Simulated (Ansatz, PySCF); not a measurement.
Isomers of H4Se2Si: 1 is [SeH][SiH2][SeH], 2 is [SiH3][Se][SeH]; one conformer of each (the lowest of an xTB search), B3LYP-D3(BJ)/def2-TZVP minima.
Isomer 1 (charge 0, multiplicity 1):
| atom | x (Å) | y (Å) | z (Å) |
|---|---|---|---|
| Se | 1.6998 | 0.1520 | -1.0488 |
| Si | -0.1310 | -0.6663 | 0.0538 |
| Se | -1.4850 | 0.9405 | 0.9606 |
| H | 2.1682 | 0.9159 | 0.1188 |
| H | 0.2346 | -1.5035 | 1.2148 |
| H | -0.8200 | -1.4729 | -0.9745 |
| H | -1.6667 | 1.6342 | -0.3247 |
Isomer 2 (charge 0, multiplicity 1):
```xyz
7

Si    -1.0383    -0.3324    -0.3203
Se     1.1220    -0.9748    -0.7740
Se     2.1210     0.3700     0.9042
H     -1.8919    -1.1002    -1.2573
H     -1.3873    -0.6554     1.0784
H     -1.1984     1.1183    -0.5548
H      2.2729     1.5745     0.0655
```

No zero-point or thermal terms.

Correlated levels freeze the cores. Filled d and f shells under p-block atoms count as core. Rows in 6-31G* carry no dispersion term and start afresh at each structure (6-31G* with six Cartesian d functions); the Pople sets are all-electron and without relativity. MP2/6-31G* freezes PySCF's default core, which leaves 3d correlated.

Codes used: Ansatz (a quantum-chemistry and plane-wave program) with Gaussian orbitals; PySCF for 6-31G* rows, M06-2X. 

| level | electronic energy of isomer 2 less that of isomer 1 (kJ/mol) |
|---|---|
| HF/def2-TZVPP | 59.1 |
| SVWN5/def2-TZVPP | 65.1 |
| r2SCAN/def2-TZVPP | 63.2 |
| PBE0/def2-TZVPP | 61.7 |
| BHLYP/def2-TZVPP | 57.9 |
| M06-2X/def2-TZVPP | (withheld) |
| MP2/6-31G* | 57.9 |
| SCS-MP2/def2-SVP | (withheld) |
| SCS-MP2/def2-TZVPP | 58.4 |

What belongs in the gaps?


- M06-2X/def2-TZVPP, electronic energy of isomer 2 less that of isomer 1 (kJ/mol): 56.5
- SCS-MP2/def2-SVP, electronic energy of isomer 2 less that of isomer 1 (kJ/mol): 60.4
